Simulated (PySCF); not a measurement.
ClH₃MoO₄, SMILES [O]=[Mo]([OH])([OH])([OH])[Cl], multiplicity 1.

The structure is a stationary point at PBE-D3(BJ)/def2-SVP. The spin state was assumed, not searched. The structure was generated by enumeration; whether it is a known compound was not checked. The def2 effective core potentials stand for the cores of Mo; spin–orbit coupling is left out. One conformer was computed; it need not be the lowest.

Computed with PBE-D3(BJ)/def2-SVP run with PySCF.

Frequencies are harmonic and unscaled.

| mode | ν (cm⁻¹) | IR (km/mol) | moving atoms (share of kinetic energy) |
|---|---|---|---|
| 1 | 55 | 0.4 | O 64 %, Cl 28 % |
| 2 | 148 | 56.6 | H 53 %, O 36 % |
| 3 | 215 | 3.0 | O 43 %, H 30 %, Cl 16 %, Mo 10 % |
| 4 | 230 | 8.3 | O 64 %, Mo 16 %, H 10 %, Cl 10 % |
| 5 | 265 | 7.9 | O 60 %, Mo 20 %, H 18 % |
| 6 | 278 | 59.0 | O 50 %, H 25 %, Cl 17 %, Mo 8 % |
| 7 | 289 | 5.7 | O 78 %, Cl 10 %, H 9 % |
| 8 | 312 | 5.8 | O 74 %, Cl 9 %, H 9 % |
| 9 | 334 | 43.1 | Cl 50 %, O 34 %, Mo 9 % |
| 10 | 442 | 41.8 | H 84 %, O 15 % |
| 11 | 458 | 59.6 | H 82 %, O 17 % |
| 12 | 607 | 202.4 | H 54 %, O 44 % |
| 13 | 652 | 529.5 | H 79 %, O 21 % |
| 14 | 662 | 46.9 | O 75 %, H 21 % |
| 15 | 708 | 84.7 | O 69 %, Mo 21 %, H 10 % |
| 16 | 721 | 32.9 | O 56 %, H 29 %, Mo 14 % |
| 17 | 792 | 33.2 | H 73 %, O 20 % |
| 18 | 1023 | 126.1 | O 84 %, Mo 16 % |
| 19 | 3655 | 139.6 | H 94 % |
| 20 | 3662 | 192.0 | H 94 % |
| 21 | 3710 | 208.0 | H 94 % |
